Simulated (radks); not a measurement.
Q: These are the eigenvalues of the occupied orbitals of an atom or ion with whole-number occupations (Ry). Calculated with a radial shooting solver on a logarithmic mesh with Libxc functionals: scalar-relativistic Kohn-Sham, r2SCAN, spin-unpolarised, spherical densities, finite nucleus; meta-GGA in the generalised Kohn-Sham scheme; Fermi nuclear charge, rms radius of each element as measured or else 0.836 A^(1/3) + 0.57 fm.

| orbital | eigenvalue |
|---|---|
| 1s | -237.4020 |
| 2s | -28.83893 |
| 2p | -23.77260 |
| 3s | -7.28608 |
| 3p | -6.00730 |

Which element is it, and in what charge state? The configuration may be excited.

A: Z = 18, argon, charge +5: Ar5+ in [Ne] 3s2 3p1. The list shows which subshells hold electrons but not how many an open one holds; the 1s level, -118.7 hartree, gives Z - s = 15.4 by -(Z - s)^2/2, which with screening and relativity narrows Z to a few neighbours, and the depths of the outer levels then fix element, charge and occupations together.
